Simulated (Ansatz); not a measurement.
Isolated molecules relaxed with PBE0-D4/def2-TZVP in Ansatz; ΔE leaves out vibrations. CCSD(T)/CBS adds triple-zeta CCSD(T) − MP2 to the extrapolated MP2 energy (def2 sets, frozen cores). Functionals use def2-TZVPP. Elements past krypton have def2 core potentials. For Te outer-core shells are correlated without core-valence functions, which leaves a few kJ/mol of doubt a bond. One conformer a species, not always the lowest.

Consider the ligand exchange at the Si–Te bond: `OB(O)[Te][SiH3]` + `O[SiH2][AlH2]` → `[AlH2][SiH2]O[SiH3]` + `OB(O)[TeH]`.

```tsv
species	PBE-D4 energy (Eh)
`OB(O)[Te][SiH3]`	-735.69754
`O[SiH2][AlH2]`	-609.84102
`[AlH2][SiH2]O[SiH3]`	-900.42510
`OB(O)[TeH]`	-445.12069
```

(1) Work out ΔE.

Largest T1 diagnostic among the species: 0.012.

Answers

(1) ΔE = (-900.42510) + (-445.12069) − (-735.69754) − (-609.84102) = -0.00723 Eh = -19.0 kJ/mol. CCSD(T)/CBS gives -35.0 kJ/mol.

In def2-TZVPP, CCSD(T) changes the Hartree–Fock value by +23.4 kJ/mol (the triples alone add +4.5 kJ/mol) and MP2 by +28.7 kJ/mol. From PBE to PBE0 (25 % exact exchange), in def2-TZVPP and without D4, ΔE moves by −4.5 kJ/mol.
